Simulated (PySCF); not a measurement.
**Ta (tantalum, neutral): UHF calculation**

Configuration: [Xe] 4f14 5d2 6s2 7s1, high-spin 4F determinant (an excited configuration). Calculation: PySCF 2.14, in x2c-TZVPPall with one added diffuse shell each of s, p, d, f type (12s8p8d4f1g, 113 functions); the spin-free X2C one-electron Hamiltonian (Gaussian nucleus).

* Total energy: -15599.823207 hartree
* One-electron energy: -21399.5751 hartree
* Hartree (Coulomb) energy: 6115.2106 hartree
* Exchange energy: -315.4586 hartree
* ⟨S²⟩: 3.7574
* ⟨L²⟩: 12.044
* Sum of ⟨r⟩: 51.01 bohr
* Sum of ⟨r²⟩: 143.6 bohr²
* Langevin diamagnetic susceptibility: -114 ×10⁻⁶ cm³/mol

| shell | electrons | mean orbital energy (eV) | spread (eV) | rms radius, mean of both spins (bohr) |
| --- | --- | --- | --- | --- |
| 1s β | 1 | -67774.5 | 0 | 0.0211 |
| 1s α | 1 | -67774.5 | 0 | 0.0211 |
| 2s α | 1 | -11788.8 | 0 | 0.0853 |
| 2s β | 1 | -11788.6 | 0 | 0.0853 |
| 2p α | 3 | -10358.4 | 0 | 0.0775 |
| 2p β | 3 | -10358.2 | 0 | 0.0775 |
| 3s α | 1 | -2767.2 | 0 | 0.218 |
| 3s β | 1 | -2767.2 | 0 | 0.218 |
| 3p α | 3 | -2332.3 | 0 | 0.220 |
| 3p β | 3 | -2332.3 | 0 | 0.220 |
| 3d α | 5 | -1808.1 | 0.217 | 0.201 |
| 3d β | 5 | -1808.0 | 0.063 | 0.201 |
| 4s α | 1 | -601.44 | 0 | 0.488 |
| 4s β | 1 | -601.27 | 0 | 0.488 |
| 4p α | 3 | -455.56 | 0 | 0.519 |
| 4p β | 3 | -455.40 | 0 | 0.519 |
| 4d α | 5 | -262.37 | 0.500 | 0.564 |
| 4d β | 5 | -262.09 | 0.185 | 0.564 |
| 5s α | 1 | -94.668 | 0 | 1.18 |
| 5s β | 1 | -92.726 | 0 | 1.18 |
| 5p α | 3 | -56.189 | 0 | 1.38 |
| 5p β | 3 | -53.135 | 0 | 1.38 |
| 4f α | 7 | -47.393 | 0.076 | 0.703 |
| 4f β | 7 | -47.164 | 0.295 | 0.703 |
| 5d α | 2 | -14.731 | 0 | 2.13 |
| 6s α | 1 | -11.556 | 0 | 3.35 |
| 6s β | 1 | -10.284 | 0 | 3.35 |
| 7s α | 1 | -2.290 | 0 | 9.22 |

Spin-orbit coupling, absent here, splits the open shell strongly. The outer electron is Rydberg-like, and this basis confines it to a smaller radius and binds it less than a complete one would.

Densities and radii are taken from the X2C orbitals without a picture-change correction, which distorts them close to the nucleus.

Spin-orbit constants ζ (cm⁻¹) from the X2C one-electron operator on these orbitals: bare nucleus, nucleus screened by l(l+1)(2l+1)/3 electrons, and screened by the Breit-Pauli mean field of the electrons.

```csv
shell,bare,screened nucleus,mean field
2p,6431000,6255000,n/a
3p,1398000,1360000,n/a
3d,218700,188700,n/a
4p,317000,308300,n/a
4d,42710,36860,n/a
4f,7248,4468,n/a
5p,41420,40280,n/a
5d,2633,2272,n/a
```

To first order the Landé constant is A = 757.3 cm⁻¹, so the lowest level has J = 3/2 and lies 0.563 eV below the centre of the term. This holds in LS coupling only.
